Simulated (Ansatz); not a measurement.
Compare A (`CO[SiH](F)S`) with its isomer B (`OC[SiH](F)S`).

Isolated molecules relaxed with PBE0-D4/def2-TZVP in Ansatz; ΔE leaves out vibrations. CCSD(T)/CBS adds triple-zeta CCSD(T) − MP2 to the extrapolated MP2 energy (def2 sets, frozen cores). Functionals use def2-TZVPP. Each species was taken in one conformer, which may not be the lowest.

Q: Which is lower in electronic energy at CCSD(T)/CBS, and by how much? (Estimate.)

A: The calculation gave: A, by 119.2 kJ/mol.

Q: Give E(B) − E(A) in kJ/mol with B2PLYP, ωB97M-V, MP2/def2-TZVPP, HF/def2-TZVPP, PBE0-D4, CCSD(T)/def2-TZVPP, PBE-D4. (An estimate is asked.)

A: The calculation gave: B2PLYP 122.7, ωB97M-V 116.2, MP2/def2-TZVPP 122.1, HF/def2-TZVPP 141.1, PBE0-D4 109.3, CCSD(T)/def2-TZVPP 120.0, PBE-D4 102.3. None reverses the order clearly.

Largest T1 diagnostic: 0.012.

In def2-TZVPP, CCSD(T) changes the Hartree–Fock value by −21.1 kJ/mol (the triples alone add −2.9 kJ/mol) and MP2 by −18.9 kJ/mol. From PBE to PBE0 (25 % exact exchange), in def2-TZVPP and without D4, E(B) − E(A) moves by +6.8 kJ/mol.
